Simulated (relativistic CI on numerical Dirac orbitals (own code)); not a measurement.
# Ga3+: calculation against measurement

Calculated at this level of theory: Dirac-Coulomb-Breit CI, KLI orbitals optimised for each configuration, QED by a radiative potential, valence Slater integrals scaled by 0.85, P86 correlation energy added to each configuration (own radial code, finite nucleus).

CI space (outside the closed core [Ar]): 3d10, 3d9 4s, 3d9 4p, 3d9 4d, 3d9 5s, 3d8 4s2, 3d9 5p, 3d9 4f, 3d9 5d, 3d9 6s, 3d8 4s 4p, 3d9 6p, 3d9 5f, 3d9 5g, 3d9 6d, 3d9 6f, 3d8 4p2, 3d8 4s 4d. Levels of other configurations are missing.

```tsv
Configuration	Term (tabulated)	J	Measured (cm⁻¹)	Computed	Error	Purity (%)
3d10	1S	0	0.0	0	0	100
3d9 4s	3D	3	149512.1	145221	-4292	100
3d9 4s	3D	2	150967.0	146618	-4349	86
3d9 4s	3D	1	153085.9	148699	-4387	100
3d9 4s	1D	2	156024.7	151442	-4582	85
3d9 4p	3P°	2	224243.3	219287	-4956	97
3d9 4p	3P°	1	227320.4	222217	-5104	97
3d9 4p	3F°	3	227681.2	222521	-5160	69
3d9 4p	3F°	4	228952.8	223598	-5355	100
3d9 4p	3P°	0	229140.3	223968	-5172	100
3d9 4p	3F°	2	230040.0	224788	-5252	94
3d9 4p	1F°	3	233192.3	227711	-5481	57
3d9 4p	1D°	2	233824.7	228322	-5503	60
3d9 4p	3D°	3	234939.5	229221	-5718	65
3d9 4p	1P°	1	236311.9	231469	-4843	88
3d9 4p	3D°	1	236906.5	230901	-6005	88
3d9 4p	3D°	2	237458.0	231728	-5730	58
3d9 4d	3S	1	328763.7	320721	-8043	89
3d9 4d	3G	5	332554.3	323741	-8813	100
3d9 4d	3G	4	332730.5	323920	-8810	60
3d9 4d	3P	2	332757.5	323961	-8797	78
3d9 4d	3D	3	333964.2	325039	-8925	84
3d9 4d	3P	0	334403.3	325610	-8794	99
3d9 4d	3F	4	336790.0	325737	-11053	66
3d9 4d	3D	1	336933.8	327979	-8955	80
3d9 5s	3D	3	343319.9	334455	-8865	99
3d9 5s	3D	2	343912.7	335037	-8876	55
3d9 5s	3D	1	346887.6	337947	-8941	99
3d9 5s	1D	2	347402.8	338462	-8941	55
3d9 5p	3P°	2	368684.0	359746	-8938	94
3d9 5p	3F°	3	369718.0	360774	-8944	57
3d9 5p	3F°	4	370123.0	361078	-9045	100
3d9 5p	3P°	1	370458.0	361536	-8922	76
3d9 5p	3D°	3	371636.0	362641	-8995	81
3d9 5p	3P°	0	372649.0	363578	-9071	100
3d9 5p	3F°	2	373171.0	364144	-9027	73
3d9 5p	1P°	1	373824.0	365103	-8721	75
3d9 5p	3D°	1	374883.0	365855	-9028	91
3d9 5p	3D°	2	375134.0	366082	-9052	60
3d8 4s 4p	5D°	4	403072.0	394148	-8924	94
3d8 4s 4p	5D°	3	405366.0	396524	-8842	91
3d8 4s 4p	5D°	2	407383.0	398532	-8851	92
3d9 5d	3S	1	407846.0	398848	-8998	77
3d8 4s 4p	5G°	4	408135.0	398535	-9600	76
3d9 5d	3G	5	409158.0	399930	-9228	100
3d9 5d	3P	2	409319.0	400109	-9210	69
3d9 5d	3D	3	409716.0	400504	-9212	83
3d9 5d	3F	4	410220.0	401004	-9216	82
3d9 5d	3P	0	411044.0	401942	-9102	99
3d8 4s 4p	5F°	4	412166.0	402168	-9998	77
3d9 5d	3G	3	412803.0	403513	-9290	78
3d9 5d	3D	1	413010.0	403736	-9274	73
```

Measured levels from Shirai, Reader, Kramida and Sugar, J. Phys. Chem. Ref. Data 36, 509 (2007); pairs were made by configuration, J and term (by order where the table uses no LS term), so strongly mixed levels may be paired wrongly.

Mean error by configuration (cm⁻¹): 3d9 4s -4403; 3d9 4p -5357; 3d9 4d -9024; 3d9 5s -8906; 3d9 5p -8974; 3d8 4s 4p -9243; 3d9 5d -9191. Over the excited levels the mean absolute error is 7827 cm⁻¹ (51 of the 69 excited levels that our extract of the source holds in range could be paired, and the others can miss by more), and the median relative error of those above 1,000 cm⁻¹ is 2.4 %.
